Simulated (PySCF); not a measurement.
C2H8OZr, SMILES CC[O][ZrH3], multiplicity 1. Geometry: PBE-D3(BJ)/def2-SVP. The spin state was assumed, not searched. The def2 effective core potentials stand for the cores of Zr; spin–orbit coupling is left out. Other conformers were not sampled.

Question: Give the equilibrium geometry at PBE-D3(BJ)/def2-SVP (PySCF confirms it by a frequency run) as bond lengths and angles, and its point group. (Estimate from the structure and the level; the computed values follow.)

Answer: This is not unique; one that fits is point group Cs.
Atoms: Zr1 O2 C3 C4 H5 H6 H7 H8 H9 H10 H11 H12. Bond lengths (Å): Zr1–O2 1.885, Zr1–H10 1.874, Zr1–H11 1.873, Zr1–H12 1.874, O2–C3 1.412, C3–C4 1.522, C3–H5 1.113, C3–H6 1.113, C4–H7 1.108, C4–H8 1.109, C4–H9 1.108. Angles (°): O2–Zr1–H10 105.6, O2–Zr1–H11 105.9, O2–Zr1–H12 105.6, H10–Zr1–H11 113.0, H10–Zr1–H12 112.8, H11–Zr1–H12 113.0, Zr1–O2–C3 176.8, O2–C3–C4 111.5, O2–C3–H5 108.2, O2–C3–H6 108.2, C4–C3–H5 110.8, C4–C3–H6 110.8, H5–C3–H6 107.2, C3–C4–H7 110.8, C3–C4–H8 110.2, C3–C4–H9 110.8, H7–C4–H8 108.3, H7–C4–H9 108.4, H8–C4–H9 108.3.
